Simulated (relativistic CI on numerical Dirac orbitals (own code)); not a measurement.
## Slater and spin-orbit integrals, Al5+

Calculated at this level of theory: Dirac-Coulomb-Breit CI, separate exchange-only KLI orbitals for each configuration, model QED (radiative potential, 1s self-energy scaled to tabulated hydrogen-like ionisation energies), valence Slater integrals scaled by 0.85, P86 correlation energy added to each configuration (own radial code, finite nucleus).

Slater integrals F^k, G^k are unscaled and averaged over j, outside the closed core 1s2; ζ comes from projecting the Hamiltonian with its Breit term on Σ l·s of the shell.

- 2s2 2p4: F^2(2p,2p) = 174180, ζ(2p) = 2505 cm⁻¹; <r>(2p) = 0.5375, <r^2>(2p) = 0.3569 (bohr units).
- 2s 2p5: G^1(2s,2p) = 209490, ζ(2p) = 2460.4 cm⁻¹; <r>(2s) = 0.5862, <r^2>(2s) = 0.4064, <r>(2p) = 0.5412, <r^2>(2p) = 0.3621 (bohr units).
- 2s2 2p3 3s: F^2(2p,2p) = 181970, ζ(2p) = 2732.9, G^1(2p,3s) = 14791 cm⁻¹; <r>(2p) = 0.517, <r^2>(2p) = 0.3289, <r>(3s) = 1.589, <r^2>(3s) = 2.867 (bohr units).

Averages of the first 10 configurations, taken without configuration mixing, which lowers the lowest level and can move excited configurations by several eV; other configurations of the list can lie among them:

| Configuration | Parity | States | Average energy above the lowest level (eV) |
| --- | --- | --- | --- |
| 2s2 2p4 | even | 15 | 2.7 |
| 2s 2p5 | odd | 12 | 45.8 |
| 2p6 | even | 1 | 96.4 |
| 2s2 2p3 3s | odd | 40 | 119.7 |
| 2s2 2p3 3p | even | 120 | 129.5 |
| 2s2 2p3 3d | odd | 200 | 140.8 |
| 2p5 3s | odd | 12 | 205.9 |
| 2p5 3p | even | 36 | 214.6 |
| 2s 2p4 3s | even | 60 | 158.9 |
| 2s2 2p3 4s | odd | 40 | 158.3 |
